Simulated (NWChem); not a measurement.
System: CHClF2; SMILES FC(F)Cl

NWChem input:

```
start job
memory heap 200 mb stack 900 mb global 1100 mb
geometry units angstroms noautoz
  F     -0.145291     1.038489     1.090958
  C      0.371571     0.454133     0.000000
  F     -0.145291     1.038489    -1.090958
  Cl    -0.056434    -1.290291     0.000000
  H      1.458580     0.543970     0.000000
end
basis spherical
  F library 6-31g*
  C library 6-31g*
  Cl library 6-31g*
  H library 6-31g*
end
dft
  xc b3lyp
  iterations 150
  mulliken
end
task dft energy
```

Output (shortened):

```
             Northwest Computational Chemistry Package (NWChem) 7.3.0
             --------------------------------------------------------

 CS  symmetry detected

                             Geometry "geometry" -> ""
                             -------------------------

 Output coordinates in angstroms (scale by  1.889725989 to convert to a.u.)

  No.       Tag          Charge          X              Y              Z
 ---- ---------------- ---------- -------------- -------------- --------------
    1 F                    9.0000    -0.14419086    -1.03838986     1.09095800
    2 C                    6.0000     0.37052873    -0.45214588     0.00000000
    3 F                    9.0000    -0.14419086    -1.03838986    -1.09095800
    4 Cl                  17.0000    -0.06385860     1.29069978     0.00000000
    5 H                    1.0000     1.45785928    -0.53800345     0.00000000

 Effective nuclear repulsion energy (a.u.)     166.6873830342

      Symmetry information
      --------------------

 Group name             Cs
 Group number              2
 Group order               2
 No. of unique centers     4

                                 NWChem DFT Module
                                 -----------------

 Summary of "ao basis" -> "ao basis" (spherical)
 ------------------------------------------------------------------------------
       Tag                 Description            Shells   Functions and Types
 ---------------- ------------------------------  ------  ---------------------
 F                           6-31g*                  6       14   3s2p1d
 C                           6-31g*                  6       14   3s2p1d
 Cl                          6-31g*                  8       18   4s3p1d
 H                           6-31g*                  2        2   2s

      Symmetry analysis of basis
      --------------------------

        a'         39
        a"         23

            General Information
            -------------------
          SCF calculation type: DFT
          Wavefunction type:  closed shell.
          No. of atoms     :     5
          No. of electrons :    42
           Alpha electrons :    21
            Beta electrons :    21
          Charge           :     0
          Spin multiplicity:     1
          Use of symmetry is: on ; symmetry adaption is: on
          Maximum number of iterations: 150
          AO basis - number of functions:    62
                     number of shells:    28
          Convergence on energy requested:  1.00D-06
          Convergence on density requested:  1.00D-05
          Convergence on gradient requested:  5.00D-04

              XC Information
              --------------
                         B3LYP Method XC Potential
                     Hartree-Fock (Exact) Exchange  0.200
                        Slater Exchange Functional  0.800 local
                    Becke 1988 Exchange Functional  0.720 non-local
              Lee-Yang-Parr Correlation Functional  0.810
                  VWN I RPA Correlation Functional  0.190 local

             Grid Information
             ----------------
          Grid used for XC integration:  medium
          Radial quadrature: Mura-Knowles
          Angular quadrature: Lebedev.
          Tag              B.-S. Rad. Rad. Pts. Rad. Cut. Ang. Pts.
          ---              ---------- --------- --------- ---------
          F                   0.50       49           8.0       434
          C                   0.70       49           7.0       434
          Cl                  1.00       88           8.0       590
          H                   0.35       45           8.0       434
          Grid pruning is: on
          Number of quadrature shells:   231
          Spatial weights used:  Erf1

      Superposition of Atomic Density Guess
      -------------------------------------

 Sum of atomic energies:        -696.35373345

      Non-variational initial energy
      ------------------------------

 Total energy =    -697.331500
 1-e energy   =   -1296.763178
 2-e energy   =     432.744295
 HOMO         =      -0.398298
 LUMO         =       0.115150

      Symmetry analysis of molecular orbitals - initial
      -------------------------------------------------

  Numbering of irreducible representations:

     1 a'          2 a"

  Orbital symmetries:

     1 a'          2 a'          3 a"          4 a'          5 a'
     6 a'          7 a'          8 a"          9 a'         10 a"
    11 a'         12 a'         13 a"         14 a'         15 a'
    16 a"         17 a"         18 a'         19 a'         20 a"
    21 a'         22 a'         23 a"         24 a'         25 a'
    26 a'         27 a'         28 a'         29 a"         30 a'
    31 a"

     ---------------------------------------------
      Total Density - Mulliken Population Analysis
     ---------------------------------------------

    Atom       Charge   Shell Charges
 -----------   ------   -------------------------------------------------------
    1 F    9     9.47   2.00  0.95  3.40  1.00  2.11  0.01
    2 C    6     4.91   2.00  0.62  1.23  0.47  0.49  0.10
    3 F    9     9.47   2.00  0.95  3.40  1.00  2.11  0.01
    4 Cl  17    17.30   2.00  2.00  5.98  1.39  3.69  0.54  1.69  0.01
    5 H    1     0.86   0.49  0.36

   convergence    iter        energy       DeltaE   RMS-Dens  Diis-err
 ---------------- ----- ----------------- --------- --------- ---------
 d= 0,ls=0.0,diis     1   -698.4107273576 -8.65D+02  2.43D-02  1.34D+00
 d= 0,ls=0.0,diis     2   -698.2373669988  1.73D-01  1.45D-02  3.38D+00
 d= 0,ls=0.0,diis     3   -698.5649086908 -3.28D-01  1.39D-03  1.15D-02
 d= 0,ls=0.0,diis     4   -698.5655321355 -6.23D-04  6.33D-04  4.12D-03
 d= 0,ls=0.0,diis     5   -698.5658492304 -3.17D-04  2.19D-04  1.83D-04
  Resetting Diis
 d= 0,ls=0.0,diis     6   -698.5658729856 -2.38D-05  3.90D-05  4.02D-06
 d= 0,ls=0.0,diis     7   -698.5658735705 -5.85D-07  1.05D-05  1.63D-07
 d= 0,ls=0.0,diis     8   -698.5658735765 -6.05D-09  5.43D-06  1.19D-07

         Total DFT energy =     -698.565873576503
      One electron energy =    -1297.373061184703
           Coulomb energy =      487.143849554117
    Exchange-Corr. energy =      -55.024044980158
 Nuclear repulsion energy =      166.687383034242

 Numeric. integr. density =       41.999996812190

                  Occupations of the irreducible representations
                  ----------------------------------------------

                     irrep           alpha         beta
                     --------     --------     --------
                     a'               14.0         14.0
                     a"                7.0          7.0

                       DFT Final Molecular Orbital Analysis
                       ------------------------------------

 Vector   19  Occ=2.000000D+00  E=-3.756365D-01  Symmetry=a'
              MO Center=  1.3D-01, -1.9D-01, -1.4D-12, r^2= 2.6D+00
   Bfn.  Coefficient  Atom+Function         Bfn.  Coefficient  Atom+Function
  ----- ------------  ---------------      ----- ------------  ---------------
    50      0.444004  4 Cl py                 3     -0.271644  1 F  px
    31     -0.271644  3 F  px                 4      0.224652  1 F  py
    32      0.224652  3 F  py                62      0.213847  5 H  s
    17      0.204945  2 C  px                 7     -0.192130  1 F  px
    35     -0.192130  3 F  px                61      0.184278  5 H  s

 Vector   20  Occ=2.000000D+00  E=-3.338092D-01  Symmetry=a"
              MO Center= -6.0D-02,  1.1D+00,  1.6D-12, r^2= 1.6D+00
   Bfn.  Coefficient  Atom+Function         Bfn.  Coefficient  Atom+Function
  ----- ------------  ---------------      ----- ------------  ---------------
    51      0.717162  4 Cl pz                55      0.370635  4 Cl pz
    47     -0.279011  4 Cl pz                 4     -0.148023  1 F  py
    32      0.148023  3 F  py                 8     -0.107133  1 F  py
    36      0.107133  3 F  py                23      0.050163  2 C  pz
     6     -0.039032  1 F  s                 34      0.039032  3 F  s

 Vector   21  Occ=2.000000D+00  E=-3.335212D-01  Symmetry=a'
              MO Center= -1.8D-02,  1.2D+00, -1.6D-12, r^2= 1.5D+00
   Bfn.  Coefficient  Atom+Function         Bfn.  Coefficient  Atom+Function
  ----- ------------  ---------------      ----- ------------  ---------------
    49      0.703842  4 Cl px                53      0.378005  4 Cl px
    45     -0.274468  4 Cl px                50      0.144708  4 Cl py
    62     -0.123657  5 H  s                 61     -0.097922  5 H  s
    17     -0.085043  2 C  px                54      0.075065  4 Cl py
    46     -0.056242  4 Cl py                20     -0.055416  2 C  s

 Vector   22  Occ=0.000000D+00  E= 5.715139D-03  Symmetry=a'
              MO Center=  1.5D-01,  6.2D-01, -2.2D-14, r^2= 2.4D+00
   Bfn.  Coefficient  Atom+Function         Bfn.  Coefficient  Atom+Function
  ----- ------------  ---------------      ----- ------------  ---------------
    20      1.146389  2 C  s                 54      0.851479  4 Cl py
    22      0.653507  2 C  py                52     -0.655753  4 Cl s
    18      0.484631  2 C  py                50      0.423068  4 Cl py
    62     -0.384299  5 H  s                 53     -0.218441  4 Cl px
    16      0.216240  2 C  s                 48     -0.169602  4 Cl s

 Vector   23  Occ=0.000000D+00  E= 1.083828D-01  Symmetry=a'
              MO Center=  1.4D+00, -4.6D-01,  2.4D-14, r^2= 2.2D+00
   Bfn.  Coefficient  Atom+Function         Bfn.  Coefficient  Atom+Function
  ----- ------------  ---------------      ----- ------------  ---------------
    62      1.964082  5 H  s                 21     -1.076224  2 C  px
    20     -1.049635  2 C  s                 17     -0.489732  2 C  px
    48     -0.162197  4 Cl s                 54      0.158843  4 Cl py
    53      0.152230  4 Cl px                18      0.141509  2 C  py
     7      0.132991  1 F  px                35      0.132991  3 F  px

 Vector   24  Occ=0.000000D+00  E= 1.186111D-01  Symmetry=a"
              MO Center=  3.9D-01, -3.1D-01,  1.4D-15, r^2= 2.0D+00
   Bfn.  Coefficient  Atom+Function         Bfn.  Coefficient  Atom+Function
  ----- ------------  ---------------      ----- ------------  ---------------
    23      1.149838  2 C  pz                 6     -0.592331  1 F  s
    34      0.592331  3 F  s                 19      0.551751  2 C  pz
    55     -0.270826  4 Cl pz                 8     -0.238872  1 F  py
    36      0.238872  3 F  py                 7     -0.220753  1 F  px
    35      0.220753  3 F  px                 9      0.187563  1 F  pz

     ---------------------------------------------
      Total Density - Mulliken Population Analysis
     ---------------------------------------------

    Atom       Charge   Shell Charges
 -----------   ------   -------------------------------------------------------
    1 F    9     9.26   2.00  0.94  3.31  1.02  1.98  0.02
    2 C    6     5.60   2.00  0.70  1.85  0.40  0.52  0.13
    3 F    9     9.26   2.00  0.94  3.31  1.02  1.98  0.02
    4 Cl  17    17.05   2.00  2.00  5.97  1.42  3.62  0.52  1.50  0.02
    5 H    1     0.82   0.54  0.28

     -------------------------------------------
      Total Density - Lowdin Population Analysis
     -------------------------------------------

    Atom       Charge   Shell Charges
 -----------   ------   -------------------------------------------------------
    1 F    9     9.10   1.99  0.93  3.18  0.82  2.14  0.04
    2 C    6     5.91   1.98  0.54  1.65  0.42  1.04  0.29
    3 F    9     9.10   1.99  0.93  3.18  0.82  2.14  0.04
    4 Cl  17    17.02   2.00  1.99  5.91  1.18  3.36  0.67  1.89  0.03
    5 H    1     0.87   0.51  0.36

     Multipole analysis of the density
     ---------------------------------

     L   x y z        total         alpha         beta         nuclear
     -   - - -        -----         -----         ----         -------
     0   0 0 0     -0.000000    -21.000000    -21.000000     42.000000

     1   1 0 0      0.558404      0.279202      0.279202      0.000000
     1   0 1 0     -0.160658     -0.080329     -0.080329      0.000000
     1   0 0 1     -0.000000     -0.000000     -0.000000      0.000000

     2   2 0 0    -19.474933    -15.795180    -15.795180     12.115427
     2   1 1 0     -0.786937      0.491507      0.491507     -1.769950
     2   1 0 1      0.000000      0.000000      0.000000      0.000000
     2   0 2 0    -21.261376    -98.559267    -98.559267    175.857159
     2   0 1 1      0.000000      0.000000      0.000000      0.000000
     2   0 0 2    -21.816406    -49.160388    -49.160388     76.504369
```

Level: B3LYP/6-31G* (spherical d). Structure relaxed at the B3LYP/6-31G* (spherical d) level.
